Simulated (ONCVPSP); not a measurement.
**Scattering properties, ONCV potential for chlorine**

ONCVPSP 4.0.1 input, shortened (lines: element, Z, core and valence counts, functional; n l f; lmax; l rc ep ncon nbas qcut; lloc lpopt rc5 dvloc0; l nproj debl; icmod fcfact rcfact), PBE, scalar-relativistic:

```
  Cl 17.00    3    2        4      upf
    1    0    2.00
    2    0    2.00
    2    1    6.00
    3    0    1.75
    3    1    5.25
    2
    0    1.20    0.00    3    7    4.80
    1    1.55    0.00    4    8    4.50
    2    1.70    0.40    4    8    5.50
    4    5    1.10    1.00
    0    1    2.10
    1    1    2.60
    2    2    0.90
    3    3.25    1.15
```

The phase is arctan(r·R′/R) of the radial function R(r), unwrapped; energies in Ha, scanned from -2 to 5 Ha. A pole is an energy at which the radial function vanishes at the test radius. The pseudo phase is shifted by a multiple of π to meet the all-electron one at the reference energy, and phase errors are pseudo minus all-electron; the curves can meet again beyond the range given. Levels narrower than the energy grid can be missing from the lists of poles.

Question: For each channel, where are the poles, and over which energies does the pseudopotential scatter like the atom?

Answer:

```tsv
channel	radius (bohr)	reference energy (Ha)	poles, all-electron	poles, pseudo	unbroken range about the reference energy with phases within 0.05 rad	phase error 1 Ha above the reference energy (rad)
s	1.22	-0.77	4.68	2.39	below 1.4	-0.013
p	1.57	-0.32	1.83	1.69	below 2.6	-0.005
d	1.72	0.40	1.87	1.87	below 4.0	-0.000
```

Phases in the p channel:

```tsv
E (Ha)	all-electron	pseudo
-1.98	0.873	0.865
-1.62	0.673	0.664
-1.26	0.334	0.324
-0.90	-0.180	-0.185
-0.54	-0.687	-0.688
-0.18	-1.019	-1.019
0.18	-1.216	-1.218
0.54	-1.341	-1.345
0.90	-1.427	-1.434
1.26	-1.492	-1.503
1.62	-1.544	-1.561
1.98	-1.590	-1.614
2.34	-1.632	-1.667
2.70	-1.674	-1.728
3.06	-1.718	-1.806
3.42	-1.770	-1.923
3.78	-1.833	-2.135
4.14	-1.920	-2.622
4.50	-2.052	-3.513
4.86	-2.276	-4.082
```
